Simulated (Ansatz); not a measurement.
Mulliken charges of GaH$_{4}$NO$_{2}$ (`[NH2][Ga]([OH])[OH]`) from r2SCAN/def2-TZVPP in Ansatz (PBE0-D4/def2-TZVP geometry).

```
atom   x (Å)   y (Å)   z (Å)  charge (e)
  N1  -1.492   0.220   0.286      -0.435
 Ga2   0.280   0.071  -0.042       0.622
  O3   1.348   1.446   0.316      -0.440
  O4   1.060  -1.346  -0.798      -0.437
  H5  -1.827   0.969   0.869       0.163
  H6  -2.086  -0.589   0.351       0.148
  H7   2.255   1.288   0.046       0.195
  H8   0.462  -2.059  -1.028       0.184
```

Task: By hand: the dipole of these point charges (1 e Å = 4.8032 D).

Result: Σ q r = (-0.315, -0.156, 0.073) e Å, of length 0.359 e Å = 1.72 D.

Task: How does the dipole of the full density compare? (An estimate is asked.)

Result: Ansatz gave: (-0.324, -0.281, 0.066) e Å, 2.08 D; the point charges give 0.83 times that, at 15° from its direction.

Point charges leave out the atoms' own dipoles, such as those of lone pairs, and Mulliken's split depends on the basis, so the two needn't agree.
